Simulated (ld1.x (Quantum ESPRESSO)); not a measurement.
**What one change does to a pseudopotential (rubidium, TM)**

Rb (Z = 37), norm-conserving Troullier–Martins (Kleinman–Bylander form), made with ld1.x (Quantum ESPRESSO) 7.5 (PBE, scalar-relativistic). Core [Ar] 3d10, reference 4s2 4p6 4d0 5s0 5p0 (charge +1). Waves: 4p (bound): rc 1.60 bohr; 4d (bound, empty): rc 3.10 bohr; 4s (bound): rc 1.85 bohr. Local part: the s channel. Core correction: a·sin(br)/r model core, default radius (core density twice the valence density).

Change: all radii but the core radius scaled by about 1.36 (s 2.52, p 2.18, d 4.22 bohr).

Cutoffs: the cutoffs (Ry, on a coarse ladder) from which the occupation-weighted sum of valence levels, in a spherical-Bessel basis at the reference potential, stays within 10 and 1 mRy of its value at 400 Ry; they do not see the model core or the augmentation charge, which bear on the density cutoff. Errors are all-electron minus pseudo energies relative to the spin-unpolarised reference configuration.

Q: How do hardness, ghosts and transferability respond?

A: The potential gets softer (40 Ry and 80 Ry → 15 Ry and 30 Ry); the s channel binds one level more than in the base; of the 7 tests that both files solve, the error grows in 6 and shrinks in 0 by more than 15 % and 0.3 meV (median size 49.9 → 277.0 meV); neither file shows a bound ghost. A larger radius leaves more room for a smooth pseudo-wave, so fewer plane waves are needed. More of the atom is replaced by a form fitted at one configuration, so other configurations suffer.

| quantity | base | changed |
| --- | --- | --- |
| cutoff, loose | 40 Ry | 15 Ry |
| cutoff, tight | 80 Ry | 30 Ry |
| loose cutoff by channel (10 mRy a level) | p 25 Ry, s 21 Ry | p 12 Ry, s 8 Ry |
| bound ghosts | none | none |
| error for 4s2 4p6 4d0 5s1 5p0, meV [ΔE -4.15 eV] | +73 | +408 |
| error for 4s2 4p6 4d0 5s0.5 5p0, meV [ΔE -2.58 eV] | +50 | +277 |
| error for 4s2 4p6 4d0 5s0 5p1, meV [ΔE -2.63 eV] | +15 | +57 |
| error for 4s1 4p6 4d0 5s1 5p0, meV [ΔE 33.58 eV] | +253 | +1220 |
| error for 4s2 4p6 4d1 5s0 5p0, meV [ΔE -1.91 eV] | -0.6 | +0.3 |
| error for 4s2 4p5 4d0 5s1 5p0, meV [ΔE 16.99 eV] | +240 | +1167 |
| error for 4s2 4p6 4d0.5 5s0.5 5p0, meV [ΔE -3.04 eV] | +41 | +236 |
